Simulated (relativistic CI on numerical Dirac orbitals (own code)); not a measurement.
**Ho XV: computed level list**

Computed by Dirac-Coulomb-Breit CI, KLI orbitals optimised for each configuration, model QED, unscaled Slater integrals (own radial code, finite nucleus).

Configuration list (outside the closed core [Kr] 4d10): 4f6 5s, 4f7, 4f5 5s2, 4f4 5s2 5p, 4f4 5s2 6s, 4f6 6s, 4f5 6s2. The list is cut by size and lacks configurations that can hold low levels.

| No. | Configuration | Term | J | E (eV) | % | Next component (%) | Landé g | jj configuration (%) |
| --- | --- | --- | --- | --- | --- | --- | --- | --- |
| 1 | 4f6 5s | 8F | 1/2 | 0.0000 | 93 | 7 6D | 3.950 | 4f5/2^4 4f7/2^2 5s (37) |
| 2 | 4f6 5s | 8F | 3/2 | 0.1230 | 94 | 5 6D | 1.990 | 4f5/2^3 4f7/2^3 5s (36) |
| 3 | 4f6 5s | 8F | 5/2 | 0.3017 | 96 | 3 6D | 1.709 | 4f5/2^4 4f7/2^2 5s (43) |
| 4 | 4f6 5s | 8F | 7/2 | 0.5158 | 97 | 2 6D | 1.614 | 4f5/2^3 4f7/2^3 5s (46) |
| 5 | 4f6 5s | 8F | 9/2 | 0.7505 | 97 | 1 6G | 1.570 | 4f5/2^3 4f7/2^3 5s (44) |
| 6 | 4f6 5s | 8F | 11/2 | 0.9955 | 97 | 2 6G | 1.546 | 4f5/2^3 4f7/2^3 5s (39) |
| 7 | 4f6 5s | 8F | 13/2 | 1.2429 | 95 | 4 6G | 1.531 | 4f5/2^3 4f7/2^3 5s (35) |
| 8 | 4f5 5s2 | 6H° | 5/2 | 2.5807 | 92 | 7 4G° | 0.307 | 4f5/2^4 4f7/2 (32) |
| 9 | 4f5 5s2 | 6H° | 7/2 | 2.9298 | 95 | 5 4G° | 0.831 | 4f5/2^4 4f7/2 (45) |
| 10 | 4f5 5s2 | 6H° | 9/2 | 3.3174 | 96 | 2 4G° | 1.069 | 4f5/2^3 4f7/2^2 (60) |
| 11 | 4f5 5s2 | 6H° | 11/2 | 3.7225 | 96 | 2 4I° | 1.197 | 4f5/2^2 4f7/2^3 (46) |
| 12 | 4f6 5s | 6F | 1/2 | 3.8015 | 78 | 11 4D | -0.179 | 4f5/2^4 4f7/2^2 5s (31) |
| 13 | 4f6 5s | 6F | 3/2 | 3.9882 | 84 | 8 4D | 1.135 | 4f5/2^5 4f7/2 5s (32) |
| 14 | 4f5 5s2 | 6H° | 13/2 | 4.1313 | 94 | 4 4I° | 1.273 | 4f5/2^2 4f7/2^3 (45) |
| 15 | 4f6 5s | 6D | 1/2 | 4.2476 | 72 | 11 6F | 2.856 | 4f5/2^5 4f7/2 5s (29) |
| 16 | 4f6 5s | 6F | 5/2 | 4.2499 | 90 | 4 6D | 1.323 | 4f5/2^4 4f7/2^2 5s (43) |
| 17 | 4f5 5s2 | 6F° | 1/2 | 4.2687 | 94 | 5 4D° | -0.635 | 4f5/2^3 4f7/2^2 (50) |
| 18 | 4f5 5s2 | 6F° | 3/2 | 4.3168 | 91 | 4 4D° | 1.044 | 4f5/2^4 4f7/2 (44) |
| 19 | 4f5 5s2 | 6F° | 5/2 | 4.4432 | 88 | 7 4F° | 1.287 | 4f5/2^3 4f7/2^2 (49) |
| 20 | 4f5 5s2 | 6H° | 15/2 | 4.5318 | 91 | 8 4I° | 1.320 | 4f5/2^2 4f7/2^3 (39) |
| 21 | 4f6 5s | 6F | 7/2 | 4.5340 | 93 | 2 6D | 1.390 | 4f5/2^3 4f7/2^3 5s (46) |
| 22 | 4f6 5s | 6D | 3/2 | 4.7096 | 80 | 9 6F | 1.786 | 4f5/2^5 4f7/2 5s (31) |
| 23 | 4f5 5s2 | 6F° | 7/2 | 4.7278 | 90 | 6 4F° | 1.380 | 4f5/2^3 4f7/2^2 (42) |
| 24 | 4f6 5s | 6F | 9/2 | 4.8163 | 93 | 3 4G | 1.421 | 4f5/2^3 4f7/2^3 5s (41) |
| 25 | 4f7 | 8S° | 7/2 | 5.0113 | 97 | 3 6P° | 1.990 | 4f5/2^3 4f7/2^4 (34) |
| 26 | 4f6 5s | 6F | 11/2 | 5.0832 | 91 | 6 4G | 1.437 | 4f5/2^3 4f7/2^3 5s (36) |
| 27 | 4f5 5s2 | 6F° | 9/2 | 5.1118 | 93 | 4 4F° | 1.423 | 4f5/2^2 4f7/2^3 (41) |
| 28 | 4f6 5s | 6D | 5/2 | 5.2930 | 88 | 6 6F | 1.628 | 4f5/2^4 4f7/2^2 5s (39) |
| 29 | 4f5 5s2 | 6F° | 11/2 | 5.5451 | 95 | 4 4G° | 1.445 | 4f5/2^2 4f7/2^3 (43) |
| 30 | 4f6 5s | 6L | 11/2 | 5.7069 | 90 | 8 4K | 0.632 | 4f5/2^4 4f7/2^2 5s (35) |

Energies count from the lowest computed level; ° marks odd parity. Filled j subshells are mostly left out of the jj labels.

The mean weight of the leading LS term, summed over parents, in these 30 levels is 91 %, and that of the leading jj configuration (from the same eigenvectors) 40 %, so LS coupling describes them better.

At this charge transitions that keep the count of f electrons are usually good to a few per cent. Terms inside the open d or f shell come out 10 to 20 % too wide with unscaled integrals. Levels and lines within the n = 5 or 6 shells can be off by up to 10 % or somewhat more, and those that change n by about 2 %, since core polarisation is missing. Levels that differ in their count of f electrons can be misplaced by several ten thousand cm⁻¹, since the correlation energy of f electrons is missing or only estimated; rates across such gaps can be off by orders of magnitude.

Landé's interval rule says that E(J) − E(J−1) = AJ with one A. For the ground term the intervals give A = 661.1, 576.6, 493.4, 420.7, 359.2, 307.0 cm⁻¹ for J = 3/2, 5/2, 7/2, 9/2, 11/2, 13/2; the multiplet is regular.
